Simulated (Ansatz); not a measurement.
Reaction (cleavage of the B–Si bond): `O=CB[SiH3]` + HCl → `O=CBCl` + SiH₄

Calculated with Ansatz (gas phase, PBE0-D4/def2-TZVP geometries, no zero-point term in ΔE). CCSD(T)/CBS is the MP2 limit (def2-TZVPP, def2-QZVPP) plus CCSD(T) − MP2 in def2-TZVPP, frozen cores. This one scheme is used for every species. Functionals use def2-TZVPP. One conformer a species, not always the lowest.

**Question.** Is it downhill or uphill in electronic energy at CCSD(T)/CBS, and by how much? (Estimate.)

**Answer.** The calculation gave: Downhill: ΔE = -25.0 kcal/mol.

**Question.** What do these levels give: PBE-D4, B97M-V, r2SCAN0-D4, CAM-B3LYP-D4, PBE, HF/def2-QZVPP? (An estimate is asked.)

**Answer.** Ansatz gave: PBE-D4 -21.1, B97M-V -23.5, r2SCAN0-D4 -24.8, CAM-B3LYP-D4 -26.1, PBE -21.5, HF/def2-QZVPP -31.8 kcal/mol.

Largest T1 diagnostic among the species: 0.021, so the coupled-cluster value is less sure than usual.

At CCSD(T), def2-SVP lies −4.0 kcal/mol from the extrapolated value and def2-TZVPP −0.4 kcal/mol. Leaving LDA and LC-ωPBE aside and taking each functional with its dispersion term where it has one, the values, not all of them listed here, spread over 6.5 kcal/mol, from BHLYP-D4 to PBE-D4. LDA lies +1.6 kcal/mol from PBE without D4.
